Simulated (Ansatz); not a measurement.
`CC[O][GaH2]`. Total charge 0; spin multiplicity 1. Correlated methods include outer-core shells of Ga, which these sets cover unevenly. Scalar relativity is left out up to krypton.

```xyz
11

C    -0.420   -0.687    1.018
C    -0.840    0.610    0.364
O    -0.085    0.997   -0.752
Ga    1.304    0.230   -1.559
H    -1.066   -0.900    1.874
H    -0.494   -1.528    0.324
H     0.611   -0.638    1.380
H    -1.891    0.535    0.054
H    -0.792    1.421    1.103
H     1.888   -1.119   -1.033
H     1.784    1.079   -2.773
```

(1) Give the diagnostics of a CCSD(T)/def2-TZVPP run (frozen core, the Gaussian-basis code of Ansatz). (Estimate.)

## Answers

(1) The calculation gave: T1 = 0.0145, largest single amplitude 0.044, largest double 0.025, (T) share of the correlation energy 3.7 %, 10 CCSD cycles. The RHF solution is stable towards an unrestricted one. T1 lies under the customary mark of 0.02 for closed shells.
